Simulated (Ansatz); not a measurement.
One change: `CC(C)(C)N[Si](Cl)(Cl)Cl` becomes `CC(C)(C)[NH][Sn]([Cl])([Cl])[Cl]`.

Ansatz, PBE0-D4/def2-TZVP geometries, multiplicity 1. Each molecule was computed in one conformer, which needn't be the lowest.

Elements past krypton have def2 core potentials.

```json
{"property": "HOMO–LUMO gap (B3LYP/def2-TZVPP) / eV", "`CC(C)(C)N[Si](Cl)(Cl)Cl`": "7.34"}
{"property": "LUMO energy (PBE0/def2-TZVPP) / eV", "`CC(C)(C)N[Si](Cl)(Cl)Cl`": "0.33"}
{"property": "HOMO–LUMO gap (PBE0/def2-TZVPP) / eV", "`CC(C)(C)N[Si](Cl)(Cl)Cl`": "7.86"}
{"property": "size of the dipole moment (ωB97M-V/def2-TZVPP) / D", "`CC(C)(C)N[Si](Cl)(Cl)Cl`": "2.84"}
{"property": "LUMO energy (B3LYP/def2-TZVPP) / eV", "`CC(C)(C)N[Si](Cl)(Cl)Cl`": "0.05"}
{"property": "HOMO energy (B3LYP/def2-TZVPP) / eV", "`CC(C)(C)N[Si](Cl)(Cl)Cl`": "-7.29"}
```

Task: What does the change do to each property? (Best estimate.)

Result: Computed: 
```json
{"property": "HOMO–LUMO gap (B3LYP/def2-TZVPP) / eV", "`CC(C)(C)[NH][Sn]([Cl])([Cl])[Cl]`": "4.87", "shift": "-2.47"}
{"property": "LUMO energy (PBE0/def2-TZVPP) / eV", "`CC(C)(C)[NH][Sn]([Cl])([Cl])[Cl]`": "-2.21", "shift": "-2.54"}
{"property": "HOMO–LUMO gap (PBE0/def2-TZVPP) / eV", "`CC(C)(C)[NH][Sn]([Cl])([Cl])[Cl]`": "5.39", "shift": "-2.47"}
{"property": "size of the dipole moment (ωB97M-V/def2-TZVPP) / D", "`CC(C)(C)[NH][Sn]([Cl])([Cl])[Cl]`": "3.42", "shift": "0.58"}
{"property": "LUMO energy (B3LYP/def2-TZVPP) / eV", "`CC(C)(C)[NH][Sn]([Cl])([Cl])[Cl]`": "-2.51", "shift": "-2.56"}
{"property": "HOMO energy (B3LYP/def2-TZVPP) / eV", "`CC(C)(C)[NH][Sn]([Cl])([Cl])[Cl]`": "-7.37", "shift": "-0.08"}
```

With PBE0 the HOMO falls by 0.07 eV and the LUMO falls by 2.54 eV, so the gap narrows by about 2.47 eV. PBE moves the HOMO by -0.09 eV and ωB97M-V by -0.07 eV. Dipoles are sizes alone; their direction can turn.

Positive LUMOs are unbound, so they and the gaps depend on the basis.

B3LYP here is the variant with VWN-RPA as its local correlation; programs differ in this.
